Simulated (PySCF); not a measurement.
Gas-phase reaction: TiCl4.H2O + H2O + TiO2 → 2 TiCl2(OH)2

Computed with PySCF (xtb for GFN2) and rigid-rotor harmonic-oscillator thermochemistry at 1 bar. † marks an energy on the PBE0/def2-TZVP geometry and frequencies; other levels use their own. MP2 freezes the core. All species are closed-shell singlets. B3LYP is the form with VWN-RPA correlation. Adducts (TiCl4.H2O) have no counterpoise correction, and HF, PBE, BLYP, B3LYP and PBE0 lack dispersion. TiCl4.H2O, TiCl2(OH)2: computed as isolated molecules; such fragments, hydroxides, amides, oligomers or adducts are transient or little studied in the gas. MP2 isn't extrapolated to the basis-set limit; its ΔH°(298 K) is -422.6 kJ in def2-SVP and -406.1 kJ in def2-TZVPP. The harmonic model lacks anharmonicity and excited electronic states, which grow with temperature; levels with a mode under 35 cm⁻¹ are left out. Soft modes under 120 cm⁻¹ make the harmonic entropy rough for TiCl4.H2O, TiCl2(OH)2. Warning, point group unlike the PBE0 one: TiCl2(OH)2 (GFN2-xTB).

```csv
level,"ΔE electronic, kJ","ΔH°(298 K), kJ","ΔS°(298 K), J/K","ΔG°(1000 K), kJ"
B3LYP/def2-TZVP†,-518,-523,-110,-425
GFN2-xTB,-700,-700,-145,-564
HF/def2-TZVP†,-660,-665,-110,-567
M06-2X/def2-TZVP†,-562,-566,-110,-469
MP2/def2-SVP†,-418,-423,-110,-325
```
ΔH° is lowest at GFN2-xTB and highest at MP2/def2-SVP†. No reference value is set beside these.
